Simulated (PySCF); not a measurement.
# Si: excitation energy

Si [Ne] 3s2 3p2 (3P) → Si [Ne] 3s1 3p3, s spin flipped, as a difference of total energies. Computed with PySCF 2.14 in x2c-TZVPPall, with scalar relativity by spin-free X2C-1e. Correlated levels: valence and next inner shell: 1s2 frozen. The calculations carry no spin-orbit coupling.

| method | excitation energy (cm⁻¹) |
| --- | --- |
| UHF | 73936 |
| MP2 (valence and next inner shell) | 63276 |
| SCS-MP2 (valence and next inner shell) | 62876 |

The upper determinant mixes two multiplicities, so it lies between the two terms.

The coupled-cluster amplitudes are large for the upper state (T1 above 0.03 or a double amplitude above 0.15), so a single reference is strained.
